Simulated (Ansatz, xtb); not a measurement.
**C5H11NO: which of two isomers lies lower**

Structure I is `CO[C@@H]1CC[C@@H]1N`, a singlet and structure II is `COC1(N)CCC1`, a singlet. Both are isolated molecules in the gas phase, relaxed with B3LYP/def2-SVP, each in the lowest conformer that the search found.

I (Å):

```xyz
18

C    -1.8690   -1.8841   -0.5122
C    -0.7934    0.1377    0.1061
C    -0.0784    0.8287    1.2887
C    -1.2602    1.8228    1.4230
C    -1.7720    1.3565    0.0212
N    -3.1567    1.0289   -0.2212
O    -1.4147   -1.0530    0.5342
H    -2.6315   -1.3862   -1.1360
H    -2.3093   -2.7814   -0.0517
H    -1.0318   -2.2015   -1.1662
H    -0.1857   -0.0556   -0.7993
H     0.1099    0.1612    2.1418
H     0.8672    1.3059    0.9903
H    -1.9611    1.5324    2.2215
H    -1.0163    2.8906    1.5405
H    -1.4298    2.0537   -0.7626
H    -3.4914    0.4003    0.5100
H    -3.7432    1.8629   -0.1929
```

II (Å):

```yaml
atoms:
  - { symbol: C, position_ang: [-0.7351, 0.7489, -1.0884] }
  - { symbol: C, position_ang: [-0.0977, 0.2160, 1.1578] }
  - { symbol: C, position_ang: [-1.1855, -0.8188, 1.5755] }
  - { symbol: C, position_ang: [-0.2258, -1.3065, 2.6917] }
  - { symbol: C, position_ang: [0.9424, -0.5921, 1.9656] }
  - { symbol: N, position_ang: [-0.3508, 1.4974, 1.7621] }
  - { symbol: O, position_ang: [0.2509, 0.2558, -0.2195] }
  - { symbol: H, position_ang: [-0.9883, 1.8092, -0.8893] }
  - { symbol: H, position_ang: [-0.3394, 0.6813, -2.1126] }
  - { symbol: H, position_ang: [-1.6732, 0.1600, -1.0398] }
  - { symbol: H, position_ang: [0.4230, 2.1392, 1.5853] }
  - { symbol: H, position_ang: [-1.2072, 1.9275, 1.4149] }
  - { symbol: H, position_ang: [-1.3203, -1.5764, 0.7894] }
  - { symbol: H, position_ang: [-2.1673, -0.4246, 1.8798] }
  - { symbol: H, position_ang: [-0.1359, -2.3942, 2.8278] }
  - { symbol: H, position_ang: [-0.4554, -0.8413, 3.6607] }
  - { symbol: H, position_ang: [1.6475, -0.0074, 2.5748] }
  - { symbol: H, position_ang: [1.4977, -1.2648, 1.2967] }
```

Energies in hartree; the thermal terms are from GFN2-xTB frequencies at re-optimised GFN2-xTB minima (ideal gas, soft modes damped towards free rotors, one conformer each, 298.15 K, 1 atm) and include the zero-point energy:

|  | I | II |
| --- | --- | --- |
| E, CCSD(T)/def2-SVP | −325.924678 | −325.937210 |
| E, MP2/def2-SVP | −325.817852 | −325.831255 |
| E, MP2/def2-TZVPP | −326.434509 | −326.446935 |
| zero-point energy | 0.156978 | 0.156499 |
| H(298 K) − E | 0.165781 | 0.165396 |
| G(298 K) − E | 0.125025 | 0.124537 |

Correct the CCSD(T) difference for the basis set by the MP2 change, then work out ΔE, ΔE₀, ΔH and ΔG for I → II in kJ/mol (1 Eh = 2625.50 kJ/mol) and the equilibrium ratio [II]/[I].

1. Differences II − I: CCSD(T) −0.012532, MP2 in the small set −0.013403, MP2 in the large set −0.012426 Eh.
2. ΔE = −0.012532 + (−0.012426 − (−0.013403)) = −0.011555 Eh = −30.34 kJ/mol.
3. ΔE₀ = ΔE + ΔZPE = −0.011555 + (−0.000479) Eh = −31.60 kJ/mol.
4. ΔH = ΔE + (−0.000385) Eh = −31.35 kJ/mol.
5. ΔG = ΔE + (−0.000488) Eh = −31.62 kJ/mol, so ΔS = (ΔH − ΔG)/T = +0.9 J/(mol K).
6. kT = 0.9442 mEh, so K = [II]/[I] = exp(−ΔG/kT) = exp(+12.75) ≈ 3.5 × 10^5.

Structure II is favoured at this temperature. An error of 4 kJ/mol in ΔG would change K by a factor of 5. Mirror images and further conformers aren't counted.

As drawn, both hold the same kinds of bond in the same numbers.

Other levels gave ΔE = −23.0 (GFN2-xTB); −17.9 (HF/STO-3G, GFN2-xTB geometries); −30.4 (r2SCAN-D4/def2-SVP, GFN2-xTB geometries); −26.1 (B3LYP/def2-SVP); −28.3 (HF/def2-SVP); −35.2 (MP2/def2-SVP); −32.9 (CCSD(T)/def2-SVP) kJ/mol. The correlated steps freeze 7 core orbitals. Programs: Ansatz 0.2.0, xtb 6.7.1.
